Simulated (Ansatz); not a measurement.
(LiCl)3 ring (Li3Cl3). Total charge 0; triplet. Geometry PBE-D4/def2-SVP, that of the neutral singlet; atoms count from 1.

```csv
atom,x (Å),y (Å),z (Å)
Li1,-1.083,-1.143,1.069
Cl2,-0.017,0.246,2.361
Li3,1.070,1.340,0.824
Cl4,1.351,1.426,-1.332
Li5,0.013,-0.197,-1.893
Cl6,-1.334,-1.672,-1.028
```

At PBE0-D4/def2-TZVP a singlet of charge 0 lies 6.79 eV below the triplet at the same geometry.

(1) Estimate the Mulliken populations from the PBE0/def2-TZVP orbitals of Ansatz.

(2) Where does the spin sit?

## Answers

(1) 
```
atom  charge (e)  spin (α − β)
 Li1        0.37          0.39
 Cl2       -0.48          0.27
 Li3        0.55          0.23
 Cl4       -0.48          0.27
 Li5        0.37          0.39
 Cl6       -0.34          0.44
```
Mulliken values and Mayer orders depend strongly on the basis.

(2) Summed by element: Li 1.02, Cl 0.98, of 2 unpaired in all. Largest on single atoms: Cl6 0.44, Li5 0.39, Li1 0.39.
